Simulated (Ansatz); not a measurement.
Geometry optimisation, RKS PBE0/def2-SVP in Ansatz.

Input:

```yaml
crystal:
  periodic: [false, false, false]
  atoms:
    - { symbol: B, position_ang: [-0.977532, 0.544549, -0.567235] }
    - { symbol: "N", position_ang: [1.766962, 0.094343, 0.058163] }
    - { symbol: F, position_ang: [-0.789739, 0.268785, -1.845886] }
    - { symbol: F, position_ang: [-0.869499, 1.811397, -0.194811] }
    - { symbol: H, position_ang: [1.008042, -0.383635, 0.542762] }
    - { symbol: As, position_ang: [-1.755263, -0.848918, 0.695913] }
    - { symbol: H, position_ang: [1.637786, 1.097148, 0.171877] }
    - { symbol: H, position_ang: [1.702414, -0.124583, -0.933151] }
    - { symbol: H, position_ang: [-0.862727, -1.9766, 0.202232] }
    - { symbol: H, position_ang: [-0.860444, -0.482586, 1.870336] }
basis:
  gaussian: { orbitals: def2-SVP }
hamiltonian:
  xc: pbe0
relax:
  f_tol: 0.03
  max_steps: 50
output:
  orbitals: {}
```

Run as:

```bash
$ ansatz run input.yaml --threads 2 --pin off --max-ram 3072MiB --backend cpu --events-out ev --progress --plain --runs-dir out
```

Task: Where does it end, and by what steps?

Result: The run converged. After 11 steps the energy has fallen by 0.043 eV; H5 moved furthest, 0.44 Å.

```json
{"step": "0", "energy less start (eV)": "0.0000", "largest force component (eV/Å)": "0.224", "accepted": "yes"}
{"step": "1", "energy less start (eV)": "-0.0268", "largest force component (eV/Å)": "0.328", "accepted": "yes"}
{"step": "2", "energy less start (eV)": "0.0058", "largest force component (eV/Å)": "0.773", "accepted": "no"}
{"step": "3", "energy less start (eV)": "-0.0337", "largest force component (eV/Å)": "0.135", "accepted": "yes"}
{"step": "4", "energy less start (eV)": "-0.0387", "largest force component (eV/Å)": "0.149", "accepted": "yes"}
{"step": "5", "energy less start (eV)": "-0.0404", "largest force component (eV/Å)": "0.155", "accepted": "yes"}
{"step": "6", "energy less start (eV)": "-0.0416", "largest force component (eV/Å)": "0.153", "accepted": "yes"}
{"step": "7", "energy less start (eV)": "-0.0420", "largest force component (eV/Å)": "0.144", "accepted": "yes"}
{"step": "8", "energy less start (eV)": "-0.0422", "largest force component (eV/Å)": "0.116", "accepted": "yes"}
{"step": "9", "energy less start (eV)": "-0.0425", "largest force component (eV/Å)": "0.036", "accepted": "yes"}
{"step": "10", "energy less start (eV)": "-0.0423", "largest force component (eV/Å)": "0.042", "accepted": "no"}
{"step": "11", "energy less start (eV)": "-0.0425", "largest force component (eV/Å)": "0.019", "accepted": "yes"}
```

```xyz
10
Properties=species:S:1:pos:R:3
B -1.024 0.510 -0.546
N 1.942 0.182 -0.039
F -0.754 0.226 -1.807
F -0.860 1.764 -0.164
H 1.438 -0.473 0.553
As -1.930 -0.851 0.672
H 1.616 1.119 0.183
H 1.694 -0.014 -1.006
H -1.013 -1.992 0.262
H -1.107 -0.471 1.892
```

Run time: 30 s on 2 threads of AMD EPYC 9R14 (Zen 4), with other jobs on the host, peak memory 0.29 GiB.
